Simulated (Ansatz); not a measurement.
Relaxation of BH₆NSe (9 atoms, charge 0, multiplicity 1), to a largest force component of 0.03 eV/Å in at most 50 steps.

These are results of Ansatz, RKS BHLYP/def2-SVP, not measurements.

```xyz
9
Properties=species:S:1:pos:R:3
B -0.925 -0.420 0.545
N -0.383 0.883 0.935
H -1.903 -0.453 -0.141
H -0.386 -1.401 0.966
H 0.796 0.383 -1.005
Se 1.071 -0.544 -2.138
H 0.389 0.984 1.568
H -0.815 1.749 0.669
H 2.156 -1.182 -1.398
```

**Question.** Where does it end, and by what steps?

**Answer.** The forces met the threshold. The force dipped under the threshold on the way, but the program's further checks kept it going. After 22 steps the energy has fallen by 0.228 eV; Se6 moved furthest, 1.00 Å.

| step | energy less start (eV) | largest force component (eV/Å) | accepted |
| --- | --- | --- | --- |
| 0 | 0.0000 | 2.285 | yes |
| 1 | -0.1567 | 1.092 | yes |
| 2 | -0.1956 | 0.135 | yes |
| 3 | -0.2006 | 0.097 | yes |
| 4 | -0.2066 | 0.124 | yes |
| 5 | -0.2008 | 0.734 | no |
| 6 | -0.2115 | 0.045 | yes |
| 7 | -0.2130 | 0.327 | yes |
| 8 | -0.2168 | 0.135 | yes |
| 9 | -0.2151 | 0.334 | no |
| 10 | -0.2182 | 0.076 | yes |
| 11 | -0.2208 | 0.175 | yes |
| 12 | -0.2223 | 0.164 | yes |
| 13 | -0.2240 | 0.131 | yes |
| 14 | -0.2253 | 0.073 | yes |
| 15 | -0.2258 | 0.029 | yes |
| 16 | -0.2256 | 0.251 | no |
| 17 | -0.2267 | 0.029 | yes |
| 18 | -0.2262 | 0.237 | no |
| 19 | -0.2272 | 0.044 | yes |
| 20 | -0.2264 | 0.143 | no |
| 21 | -0.2276 | 0.030 | yes |
| 22 | -0.2278 | 0.023 | yes |

```xyz
9
Properties=species:S:1:pos:R:3
B -1.281 -0.370 0.966
N -0.461 0.742 0.859
H -2.379 -0.337 0.483
H -0.873 -1.345 1.534
H 0.916 0.128 -1.324
Se 1.879 -0.019 -2.415
H 0.458 0.790 1.264
H -0.751 1.599 0.420
H 2.492 -1.188 -1.787
```

Time of the run: 35 s on 2 threads of Arm Neoverse V2 (shared host), peak memory 0.18 GiB.
